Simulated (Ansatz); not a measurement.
The cluster Be3O3⁻. Total charge -1; doublet. Geometry r2SCAN-D4/def2-SVP, that of the neutral singlet; atoms count from 1.

```xyz
6

Be    0.788   -0.945    0.388
Be   -1.264   -0.072    0.247
Be    0.476    1.016   -0.635
O    -0.979    1.174   -0.483
O     1.571    0.090   -0.306
O    -0.592   -1.264    0.789
```

The highest occupied level of the charge -1 doublet lies above zero (up to 0.93 eV). By energy differences its removal costs 0.33 eV (vertical, to the charge 0 singlet, at PBE0-D4/def2-TZVPD); a positive level beside a positive removal energy at the same level points to self-interaction error. The structure comes from a short search, and lower isomers may exist.

Problem. Estimate the Mulliken populations from the PBE0/def2-TZVPD orbitals of Ansatz.

Solution. 
```csv
atom,charge (e),spin (α − β)
Be1,-0.43,0.38
Be2,-0.43,0.38
Be3,-0.43,0.38
O4,0.10,-0.05
O5,0.10,-0.05
O6,0.10,-0.05
```
Mulliken values and Mayer orders depend strongly on the basis. With diffuse functions, as here, like atoms can get unlike values, and bond orders can come out too low or too high.

Problem. Where does the spin sit?

Solution. Summed by element: Be 1.14, O -0.14, of 1 unpaired in all. Largest on single atoms: Be3 0.38, Be2 0.38, Be1 0.38.

Problem. And the Mayer bond orders between bonded heavy atoms (over 0.3)?

Solution. Be1–Be2 0.49 (2.23 Å); Be1–Be3 0.49 (2.23 Å); Be1–O5 1.18 (1.47 Å); Be1–O6 1.18 (1.47 Å); Be2–Be3 0.49 (2.23 Å); Be2–O4 1.18 (1.47 Å); Be2–O6 1.18 (1.47 Å); Be3–O4 1.18 (1.47 Å); Be3–O5 1.18 (1.47 Å).
